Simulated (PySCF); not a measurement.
Core-level binding energies of (ClAlO)3 ring

Species: (ClAlO)3 ring, Al₃Cl₃O₃.
Bonds: Al1–Cl2, Al1–O3, Al1–O9, O3–Al4, Al4–Cl5, Al4–O6, O6–Al7, Al7–Cl8, Al7–O9.

Theory: PySCF 2.14.0, delta-SCF UKS SCAN, pcX-2 on the ionised atom, pcseg-1 elsewhere, spin-free X2C. Each binding energy is the total energy of the core-ionised species, with the hole localised on one atom, minus that of the ground state; both are solved self-consistently, so orbital relaxation is included.

Task: Give the core binding energies atom by atom.

Result: 
```
    atom(s)   bonded to     level  binding energy (eV)  2p1/2 (eV)  count
Al1/Al4/Al7  2 O and Cl     Al 1s              1568.63           –      3
Cl2/Cl5/Cl8          Al  Cl 2p3/2               206.32      207.97      3
Cl2/Cl5/Cl8          Al     Cl 1s              2828.91           –      3
   O3/O6/O9        2 Al      O 1s               537.79           –      3
```

Task: Give the binding energy of Al 1s of Al1/Al4/Al7 in hartree and in kJ/mol.

Result: 1568.63 eV = 57.6461 Eh = 151350 kJ/mol.

The first atom of each set that the bonding makes equivalent was ionised and stands for the set. Spin–orbit coupling isn't in the SCF: each 2p doublet comes from a relaxed spin-free hole plus a matrix of the shell (mean-field spin–orbit coupling and the ground-state 2p splitting), with 2p3/2 averaged over its two sublevels. 2p1/2 minus 2p3/2 (ligand field included): Cl 1.65 eV. The structure is a single PBE0-D3(BJ)/def2-SVP conformer in the gas phase; no vibrational or solvent corrections.
